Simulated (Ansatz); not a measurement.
The same atomization along the group B, Al, Ga, In.

Computed with Ansatz on PBE0-D4/def2-TZVP structures; ΔE is electronic, products minus reactants. CBS: MP2 limit from def2 TZ/QZ plus the TZ coupled-cluster correction, frozen cores. This one scheme is used for every species, atoms too. Functionals use def2-TZVPP. Open shells (•) are unrestricted, without spin–orbit coupling. Spin–orbit coupling would lower the free atoms: a little for Al, B, Cl, O, Si; clearly for Ga; strongly for In. Elements past krypton have def2 core potentials. Bonds to Ga, In are less sure, by a few kJ/mol each and by 10 to 20 or more in all where they break to atoms, as the def2 sets lack core-valence functions. Scalar relativity is left out up to krypton. One conformer a species, not always the lowest.

| reaction | CCSD(T)/CBS(def2) (kJ/mol) |
| --- | --- |
| `OB(Cl)O[SiH3]` → Cl• + B• + 4 H• + 2 O• + Si• | 3477 |
| `[OH][Al]([Cl])[O][SiH3]` → Cl• + Al• + 4 H• + 2 O• + Si• | 3302 |
| `[OH][Ga]([Cl])[O][SiH3]` → Cl• + Ga• + 4 H• + 2 O• + Si• | 3033 |
| `[OH][In]([Cl])[O][SiH3]` → Cl• + In• + 4 H• + 2 O• + Si• | ? |

Q: Fill in the missing values. (Estimate.)

A: Ansatz gave: `[OH][In]([Cl])[O][SiH3]` → Cl• + In• + 4 H• + 2 O• + Si•: +2875.6 kJ/mol.

Largest T1 diagnostic: 0.018, for Al•.

For atomizations the MP2-based limit and the directly extrapolated one differ by several kJ/mol either way, and by 10 to 25 for some Ge, Se and Sn compounds, so smaller differences from it don't rank the levels.
